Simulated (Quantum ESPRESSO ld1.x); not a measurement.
The numbers below are computed, except where a source is named.
All-electron atom: Hf3+ in [Xe] 4f14 5d1.

Code: ld1.x of Quantum ESPRESSO 7.5. Model: Dirac Kohn-Sham, HCTH/120, spin-unpolarised, spherical densities, point nucleus; open shells fill j = l - 1/2 first.

Energy parts (eV):
part                    energy
total                  -411042
kinetic                 459833
electron-nucleus      -1021832
Hartree                 159632
exchange-correlation     -8675

Orbitals (lengths in bohr, moments of r in powers of bohr):
| orbital | occ. | eigenvalue (eV) | <r> | <r^4> | <r^2> |
|---|---|---|---|---|---|
| 1s1/2 | 2 | -65212.3 | 0.01899 | 6.628e-07 | 0.0004952 |
| 2s1/2 | 2 | -11179.3 | 0.07977 | 0.0001002 | 0.007582 |
| 2p1/2 | 2 | -10680.4 | 0.06612 | 0.00006064 | 0.005432 |
| 2p3/2 | 4 | -9488.83 | 0.07384 | 0.00008634 | 0.006636 |
| 3s1/2 | 2 | -2569.96 | 0.2081 | 0.003728 | 0.04965 |
| 3p1/2 | 2 | -2348.70 | 0.1980 | 0.003305 | 0.04567 |
| 3p3/2 | 4 | -2093.05 | 0.2124 | 0.004296 | 0.05232 |
| 3d3/2 | 4 | -1718.87 | 0.1861 | 0.002942 | 0.04071 |
| 3d5/2 | 6 | -1662.97 | 0.1906 | 0.003188 | 0.04254 |
| 4s1/2 | 2 | -540.045 | 0.4679 | 0.08913 | 0.2474 |
| 4p1/2 | 2 | -449.312 | 0.4742 | 0.09831 | 0.2563 |
| 4p3/2 | 4 | -390.695 | 0.5071 | 0.1284 | 0.2928 |
| 4d3/2 | 4 | -241.548 | 0.5276 | 0.1701 | 0.3233 |
| 4d5/2 | 6 | -230.784 | 0.5391 | 0.1854 | 0.3374 |
| 4f5/2 | 6 | -46.2104 | 0.6620 | 0.8080 | 0.5618 |
| 4f7/2 | 8 | -44.4351 | 0.6737 | 0.8803 | 0.5834 |
| 5s1/2 | 2 | -94.5889 | 1.128 | 3.020 | 1.431 |
| 5p1/2 | 2 | -68.6203 | 1.248 | 4.760 | 1.764 |
| 5p3/2 | 4 | -60.5642 | 1.348 | 6.491 | 2.058 |
| 5d3/2 | 1 | -27.6250 | 1.905 | 30.13 | 4.213 |
| 5d5/2 | 0 | -26.9136 | 1.953 | 33.09 | 4.423 |

The highest occupied level is 5d3/2 at -27.625 eV. For comparison, the ionisation energy in NIST's Atomic Spectra Database is 33.37 eV (semi-empirical). In exact Kohn-Sham theory the highest level is minus the ionisation energy, but local and semilocal functionals leave it too shallow, through self-interaction and a potential that decays too fast; potentials with the right tail come closer. The density falls to 0.001 e/bohr^3 at r = 3.27 bohr.

Beside tabulated values, note that spin-unpolarised runs miss the spin-polarisation part of the exchange energy of open shells.
